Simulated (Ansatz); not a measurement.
Task: Name a neutral molecule of C, F, Ga, Ge and H with HOMO–LUMO gap (ωB97M-V/def2-TZVPP) between 8.95 and 9.25 eV and HOMO–LUMO gap (PBE/def2-TZVPP) between 3.55 and 3.85 eV (Ansatz, PBE0-D4/def2-TZVP geometry).

Result: `[CH3][GaH][GeH2][F]` (9.23 eV, 3.59 eV). Other molecules can fit too; these were computed, each in one conformer that needn't be the lowest.
